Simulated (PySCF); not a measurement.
Computed IR spectrum (relative IR intensity) of a molecule C4F6. The structure is a stationary point at PBE0-D3(BJ)/def2-SVP. One conformer was computed; it need not be the lowest. These are PySCF with PBE0-D3(BJ)/def2-SVP values and carry that method's errors. Frequencies are harmonic and unscaled.

| ν (cm⁻¹) | relative intensity |
|---|---|
| 480 | 2.3 |
| 714 | 2.1 |
| 1009 | 50 |
| 1022 | 44 |
| 1193 | 18 |
| 1241 | 100 |
| 1323 | 9.5 |
| 1449 | 33 |
| 1478 | 94 |
| 1892 | 18 |

Problem. Which molecule gave these data?
A) FC(F)=C(F)C(F)=C(F)F
B) FC1=C(F)C(F)(F)C1(F)F
C) FC(F)(F)C#CC(F)(F)F

Solution. B, FC1=C(F)C(F)(F)C1(F)F
